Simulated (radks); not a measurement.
Results of a calculation; reference values are marked as such.
Ba+, configuration [Kr] 4d10 5s2 6s2 5p(up 2.5, down 2.5) (fractional occupations, a model configuration). Code: a radial shooting solver on a logarithmic mesh with Libxc functionals. Model: scalar-relativistic Kohn-Sham, LDA (Slater exchange, Perdew-Wang correlation), spin-polarised, spherical densities, point nucleus.

Unscreened Slater integrals over Kohn-Sham orbitals (eV). They are taken over the spin-up orbitals.

| integral | value |
|---|---|
| F0(6s,6s) | 6.1124 |
| F0(6s,5p) | 7.4935 |
| G1(6s,5p) | 0.64580 |
| F0(6s,5s) | 7.6271 |
| G0(6s,5s) | 0.36570 |
| F0(6s,4d) | 8.0573 |
| G2(6s,4d) | 0.25142 |
| F0(5p,5p) | 13.151 |
| F2(5p,5p) | 7.0930 |
| F0(5p,5s) | 14.039 |
| G1(5p,5s) | 9.3897 |
| F0(5p,4d) | 16.409 |
| F2(5p,4d) | 4.7481 |
| G1(5p,4d) | 1.3994 |
| G3(5p,4d) | 1.3482 |
| F0(5s,5s) | 15.193 |
| F0(5s,4d) | 18.529 |
| G2(5s,4d) | 2.1571 |
| F0(4d,4d) | 30.656 |
| F2(4d,4d) | 15.577 |
| F4(4d,4d) | 10.393 |

Derived for the open shells (J is the average intra-shell exchange parameter used in DFT+U). 5p: J = F2/5 = 1.419 eV.
